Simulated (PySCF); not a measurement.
# Worked example: chemical shift, span and skew from a shielding tensor

C3H10OSi2, SMILES C=C[C@H]([SiH3])[SiH2]O. Atoms are numbered in the order given.

```xyz
16

C     -1.6240     2.3484     0.5034
C     -0.6863     1.3858     0.5980
C     -0.6071     0.1357    -0.2285
Si    -0.8270    -1.4106     0.8750
Si     1.0224    -0.0126    -1.2027
O      2.2514    -0.6535    -0.2399
H     -2.4483     2.2797    -0.2261
H     -1.5985     3.2365     1.1528
H      0.1093     1.5105     1.3587
H     -1.4280     0.1173    -0.9820
H      0.0870    -1.3180     2.0654
H     -2.2464    -1.4811     1.3699
H     -0.5131    -2.6627     0.1021
H      0.8485    -1.0030    -2.3142
H      1.3975     1.3420    -1.7499
H      2.5494    -0.0888     0.4937
```

The structure is a stationary point at PBE-D3(BJ)/def2-SVP. The structure was generated by enumeration; whether it is a known compound was not checked. The values are those of a single conformer.

GIAO shieldings from PySCF with B3LYP/pcSseg-1, non-relativistic, no solvent. The symmetric part of the tensor of Si4 has the principal values 369.1, 389.4, 445.8 ppm. The same nucleus in TMS has σ = 338.7 ppm at this level (PySCF, at its B3LYP-D3(BJ)/def2-TZVP geometry).

Q: Work out the isotropic shielding, the ²⁹Si shift against TMS, the span and the skew.

A: 
σ(iso) = (σ11 + σ22 + σ33)/3 = 401.4 ppm. δ = σ(ref) − σ(iso) = 338.7 − (401.4) = -62.7 ppm.
Span Ω = σ33 − σ11 = 76.7 ppm. Skew κ = 3(σ(iso) − σ22)/Ω = 0.47. Tumbling in solution averages the tensor to δ; in a static solid the shielding alone would spread this spin-1/2 line over Ω.
